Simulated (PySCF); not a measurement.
**Mn⁺: ionisation energy**

Mn⁺ [Ar] 3d5 4s1 (7S) → Mn²⁺ [Ar] 3d5 (6S), as a difference of total energies. All numbers are calculated (PySCF 2.14, the spin-free X2C one-electron Hamiltonian (Gaussian nucleus), in cc-pVTZ-DK). Correlated levels: valence: [Ar] frozen. The calculations carry no spin-orbit coupling.

Task: Order these methods by the ionisation energy they give, lowest first.
A. UHF
B. M06-2X
C. SCS-MP2 (valence)
D. TPSS

Result: A (14.856 eV), C (15.003 eV), B (15.501 eV), D (16.039 eV).

Errors of the correlated levels include the incompleteness of this basis and the frozen core.

For comparison: 15.640 eV (measured; NIST Atomic Spectra Database, ionization energies).
